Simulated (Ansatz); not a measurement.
Ansatz (a quantum-chemistry and plane-wave program) input (HF/STO-3G):

Ansatz 0.2 input:
```yaml
crystal:
  periodic: [false, false, false]
  atoms:
    - {symbol: F, position_ang: [-1.92353300, 1.39223500, -0.23581000]}
    - {symbol: Ge, position_ang: [-1.12960400, 0.01861000, 0.49051500]}
    - {symbol: F, position_ang: [-1.96999700, -1.32497100, -0.23972000]}
    - {symbol: I, position_ang: [1.34319000, -0.02265900, -0.21540900]}
basis:
  gaussian:
    orbitals: STO-3G
hamiltonian:
  xc: {name: HF}
magnetization: {spin_polarized: true, initial_magnetization: 1}
relax: {f_tol: 0.003, max_steps: 120}
```

Output:

```
Functional definition: HF
integrals: 0.01 GiB planned
644 factors; integrals over basis functions are off by at most 7.7e-6 eV
mean field: 0.38 GiB planned
mean field evaluation 1: about -247580.7507 eV, gradient 1.7e1 eV
mean field evaluation 2: about -247580.8065 eV, gradient 1.7e1 eV
mean field evaluation 4: about -247584.3320 eV, gradient 1.6e0 eV
mean field evaluation 8: about -247584.3991 eV, gradient 2.4e-2 eV
mean field -247584.39906388 eV, -9098.5588468646 hartree, gradient 4.3e-5 eV, S^2 0.761309; 0 other end points of the search recorded, 0 dependent functions left out
the calculation of the forces begins
reference -247584.39906388 eV, -9098.5588468646 hartree; 52, 51 occupied and 3, 4 virtual orbitals, 644 factors
relax step   1: F+E_penalty+E_count = -247584.39906388 eV  Δ(F+E_penalty+E_count) = +0.000e0 eV  max|allowed force component| = 1.636e0 eV/Å  Δτ_max = 0.0000 Å  (36 SCF iters, accepted)
these checks for a lower state are left out or cut short: starts, cluster_reference, orbital_swaps, neighbouring_geometries, increment
integrals: 0.01 GiB planned
646 factors; integrals over basis functions are off by at most 7.2e-6 eV
mean field: 0.38 GiB planned
mean field evaluation 16: about -247584.3831 eV, gradient 1.6e-4 eV
mean field -247584.38305083 eV, -9098.5582583958 hartree, gradient 1.5e-5 eV, S^2 0.761536; 0 other end points of the search recorded, 0 dependent functions left out
the calculation of the forces begins
reference -247584.38305083 eV, -9098.5582583958 hartree; 52, 51 occupied and 3, 4 virtual orbitals, 646 factors
relax step   2: F+E_penalty+E_count = -247584.38305083 eV  Δ(F+E_penalty+E_count) = +1.601e-2 eV  max|allowed force component| = 2.034e0 eV/Å  Δτ_max = 0.1948 Å  (35 SCF iters, rejected (line search))
these checks for a lower state are left out or cut short: starts, cluster_reference, orbital_swaps, neighbouring_geometries, increment
integrals: 0.01 GiB planned
644 factors; integrals over basis functions are off by at most 7.5e-6 eV
mean field: 0.38 GiB planned
mean field -247584.55892071 eV, -9098.5647214945 hartree, gradient 2.3e-5 eV, S^2 0.757891; 0 other end points of the search recorded, 0 dependent functions left out
the calculation of the forces begins
reference -247584.55892071 eV, -9098.5647214945 hartree; 52, 51 occupied and 3, 4 virtual orbitals, 644 factors
relax step   3: F+E_penalty+E_count = -247584.55892071 eV  Δ(F+E_penalty+E_count) = -1.599e-1 eV  max|allowed force component| = 8.840e-1 eV/Å  Δτ_max = 0.0972 Å  (32 SCF iters, accepted)
these checks for a lower state are left out or cut short: starts, cluster_reference, orbital_swaps, neighbouring_geometries, increment
integrals: 0.01 GiB planned
644 factors; integrals over basis functions are off by at most 7.6e-6 eV
mean field: 0.38 GiB planned
mean field evaluation 32: about -247584.5880 eV, gradient 1.4e-1 eV
mean field -247584.58823030 eV, -9098.5657986020 hartree, gradient 1.6e-5 eV, S^2 0.758463; 0 other end points of the search recorded, 0 dependent functions left out
the calculation of the forces begins
reference -247584.58823030 eV, -9098.5657986020 hartree; 52, 51 occupied and 3, 4 virtual orbitals, 644 factors
relax step   4: F+E_penalty+E_count = -247584.58823030 eV  Δ(F+E_penalty+E_count) = -2.931e-2 eV  max|allowed force component| = 2.426e-1 eV/Å  Δτ_max = 0.0230 Å  (29 SCF iters, accepted)
these checks for a lower state are left out or cut short: starts, cluster_reference, orbital_swaps, neighbouring_geometries, increment
integrals: 0.01 GiB planned
644 factors; integrals over basis functions are off by at most 7.5e-6 eV
mean field: 0.38 GiB planned
mean field -247584.58571949 eV, -9098.5657063315 hartree, gradient 2.7e-5 eV, S^2 0.758231; 0 other end points of the search recorded, 0 dependent functions left out
the calculation of the forces begins
reference -247584.58571949 eV, -9098.5657063315 hartree; 52, 51 occupied and 3, 4 virtual orbitals, 644 factors
relax step   5: F+E_penalty+E_count = -247584.58571949 eV  Δ(F+E_penalty+E_count) = +2.511e-3 eV  max|allowed force component| = 4.273e-1 eV/Å  Δτ_max = 0.0221 Å  (29 SCF iters, rejected (line search))
these checks for a lower state are left out or cut short: starts, cluster_reference, orbital_swaps, neighbouring_geometries, increment
integrals: 0.01 GiB planned
644 factors; integrals over basis functions are off by at most 7.5e-6 eV
mean field: 0.38 GiB planned
mean field -247584.59003578 eV, -9098.5658649524 hartree, gradient 1.5e-5 eV, S^2 0.758583; 0 other end points of the search recorded, 0 dependent functions left out
the calculation of the forces begins
reference -247584.59003578 eV, -9098.5658649524 hartree; 52, 51 occupied and 3, 4 virtual orbitals, 644 factors
relax step   6: F+E_penalty+E_count = -247584.59003578 eV  Δ(F+E_penalty+E_count) = -1.805e-3 eV  max|allowed force component| = 2.053e-2 eV/Å  Δτ_max = 0.0110 Å  (29 SCF iters, accepted)
these checks for a lower state are left out or cut short: starts, cluster_reference, orbital_swaps, neighbouring_geometries, increment
integrals: 0.01 GiB planned
644 factors; integrals over basis functions are off by at most 7.6e-6 eV
mean field: 0.38 GiB planned
mean field -247584.59004131 eV, -9098.5658651555 hartree, gradient 1.5e-5 eV, S^2 0.758527; 0 other end points of the search recorded, 0 dependent functions left out
the calculation of the forces begins
reference -247584.59004131 eV, -9098.5658651555 hartree; 52, 51 occupied and 3, 4 virtual orbitals, 644 factors
relax step   7: F+E_penalty+E_count = -247584.59004131 eV  Δ(F+E_penalty+E_count) = -5.526e-6 eV  max|allowed force component| = 1.062e-2 eV/Å  Δτ_max = 0.0025 Å  (31 SCF iters, accepted)
these checks for a lower state are left out or cut short: starts, cluster_reference, orbital_swaps, neighbouring_geometries, increment
integrals: 0.01 GiB planned
644 factors; integrals over basis functions are off by at most 7.6e-6 eV
mean field: 0.38 GiB planned
mean field evaluation 64: about -247584.5898 eV, gradient 1.4e-1 eV
mean field -247584.59006179 eV, -9098.5658659083 hartree, gradient 1.5e-5 eV, S^2 0.758554; 0 other end points of the search recorded, 0 dependent functions left out
the calculation of the forces begins
reference -247584.59006179 eV, -9098.5658659083 hartree; 52, 51 occupied and 3, 4 virtual orbitals, 644 factors
relax step   8: F+E_penalty+E_count = -247584.59006179 eV  Δ(F+E_penalty+E_count) = -2.049e-5 eV  max|allowed force component| = 4.400e-3 eV/Å  Δτ_max = 0.0012 Å  (31 SCF iters, accepted)
these checks for a lower state are left out or cut short: starts, cluster_reference, orbital_swaps, neighbouring_geometries, increment
integrals: 0.01 GiB planned
644 factors; integrals over basis functions are off by at most 7.6e-6 eV
mean field: 0.38 GiB planned
mean field -247584.59006506 eV, -9098.5658660284 hartree, gradient 1.5e-5 eV, S^2 0.758550; 0 other end points of the search recorded, 0 dependent functions left out
the calculation of the forces begins
reference -247584.59006506 eV, -9098.5658660284 hartree; 52, 51 occupied and 3, 4 virtual orbitals, 644 factors
relax step   9: F+E_penalty+E_count = -247584.59006506 eV  Δ(F+E_penalty+E_count) = -3.266e-6 eV  max|allowed force component| = 1.908e-3 eV/Å  Δτ_max = 0.0006 Å  (30 SCF iters, accepted)
integrals: 0.01 GiB planned
644 factors; integrals over basis functions are off by at most 7.6e-6 eV
mean field: 0.38 GiB planned
mean field -247584.59006506 eV, -9098.5658660284 hartree, gradient 1.5e-5 eV, S^2 0.758550; 1 other end points of the search recorded, 0 dependent functions left out
the calculation of the forces begins
reference -247584.59006506 eV, -9098.5658660284 hartree; 52, 51 occupied and 3, 4 virtual orbitals, 644 factors
Total energy: -247584.59006506 eV, -9098.5658660284 hartree
Atom 0 at    -1.880285     1.327787    -0.234606 Å, force     0.000414    -0.000125     0.000286 eV/Å
Atom 1 at    -1.145266     0.018865     0.499298 Å, force    -0.001908     0.000033    -0.000179 eV/Å
Atom 2 at    -1.924571    -1.262043    -0.238333 Å, force     0.000418     0.000110     0.000287 eV/Å
Atom 3 at     1.270178    -0.021394    -0.226783 Å, force     0.001076    -0.000018    -0.000394 eV/Å
Dipole moment:    -0.316461     0.004813     0.415875 e Å
```

The geometry given is a B3LYP-D3(BJ)/def2-TZVP minimum.
